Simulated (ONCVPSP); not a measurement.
Cr, ONCV: configuration errors across variants

```json
{
 "Element": "chromium",
 "Generator": "ONCVPSP 4.0.1",
 "Type": "optimised norm-conserving Vanderbilt (ONCV)",
 "Functional": "PBE",
 "Relativity": "scalar-relativistic",
 "Frozen core": "[Ne]",
 "Valence charge": "14",
 "Reference configuration": "3s2 3p6 3d5 4s1",
 "Partial waves": "3s+4s: rc 1.60 bohr, ncon 4, nbas 8, qcut 7.6 1/bohr, 2 projectors; 3p: rc 0.95 bohr, ncon 4, nbas 7, qcut 7 1/bohr, 2 projectors, debl 3.4 Ha; 3d: rc 1.80 bohr, ncon 4, nbas 9, qcut 8.2 1/bohr, 2 projectors, debl 0.7 Ha",
 "Local potential": "polynomial inside 0.65 bohr (lpopt 5, dvloc0 0 Ha)",
 "Core correction": "none"
}
```

All-electron excitation energies from the reference (eV): (1) 3s2 3p6 3d5 4s0 6.902; (2) 3s2 3p6 3d4 4s0 22.954; (3) 3s2 3p5 3d5 4s1 51.514.

Errors AE − PS in meV (a dash: test not solved or not reliable):

```
    change   (1)   (2)   (3)  bound ghosts  GHOST(+) flags above zero
      base  +5.1  +7.1  -140          none                          s
d: rc 1.28  +1.6  +1.1   -33          none                          s
d: rc 1.58  +3.4  +3.8   -88          none                          s
d: rc 1.88  +5.8  +8.5  -159          none                          s
d: rc 2.34  +8.9   +20  -280          none                          s
d: rc 2.52  +9.5   +26  -329          none                          s
```

Give the same row for: d: rc 2.02.

+6.9, +11, -196; bound ghosts: none; GHOST(+) flags above zero: s.
